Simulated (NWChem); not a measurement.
System: CdCl, doublet; SMILES [Cl][Cd]

All runs: NWChem. Spin-unrestricted. The spin multiplicity was typed, not searched, and may not be the lowest. No stability test was run on the SCF state. def2 effective core potentials on Cd; no spin-orbit coupling. Each level has its own optimisation; frequencies are unscaled.

For level BLYP/def2-SVP:

```
Property                           Result
---------------------------------  ------
r Cd–Cl (Å)                         2.426
highest harmonic frequency (cm⁻¹)     282
```

### Question
How do the values read with level PBE0/def2-SVP instead?

### Answer
| Item | Result |
|---|---|
| r Cd–Cl (Å) | 2.368 |
| highest harmonic frequency (cm⁻¹) | 323 |
